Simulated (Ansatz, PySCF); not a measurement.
Bond stretch in BO, doublet.

Levels of theory: UKS-B3LYP/LANL2DZ = unrestricted B3LYP/LANL2DZ (PySCF); UHF/cc-pVTZ (PySCF); ROCCSDT(Q) = CCSDT(Q)/B on ROHF/cc-pVTZ, frozen core (Ansatz, a first-principles code); UCCSDT(Q) = Ansatz with CCSDT(Q) on UHF/cc-pVTZ, frozen core.

Energies relative to the lowest point of each curve near equilibrium, in mEh:

| R / Å | UKS-B3LYP/LANL2DZ | UHF | ROCCSDT(Q) |
|---|---|---|---|
| 0.90 | 364.5 | 289.6 | 319.1 |
| 0.96 | 211.5 | 154.7 | 179.1 |
| 1.04 | 88.3 | 52.2 | 69.1 |
| 1.09 | 43.9 | 19.3 | 31.1 |
| 1.13 | 21.4 | 5.3 | 12.9 |
| 1.16 | 10.5 | 0.4 | 4.8 |
| 1.20 | 2.3 | 0.0 | 0.0 |
| 1.23 | 0.0 | 3.3 | 0.0 |
| 1.28 | 2.0 | 14.3 | 5.3 |
| 1.33 | 9.3 | 30.3 | 15.7 |
| 1.40 | 25.7 | 58.0 | 35.6 |

Q: Predict the corresponding UCCSDT(Q) column.

A: 0.90: 319.5; 0.96: 179.5; 1.04: 69.4; 1.09: 31.4; 1.13: 13.1; 1.16: 5.0; 1.20: 0.1; 1.23: 0.0; 1.28: 5.1; 1.33: 15.2; 1.40: 34.6 (mEh).

The scan ran from 0.90 to 4.81 Å; beyond the distances shown one of the unrestricted levels run for this scan, shown here or not, changes its spin distribution in one step. The unrestricted determinant behind UHF, UCCSDT(Q) is spin-contaminated at 1.33 to 1.40 Å (<S²> up to 0.9, against 0.75 for a pure doublet).
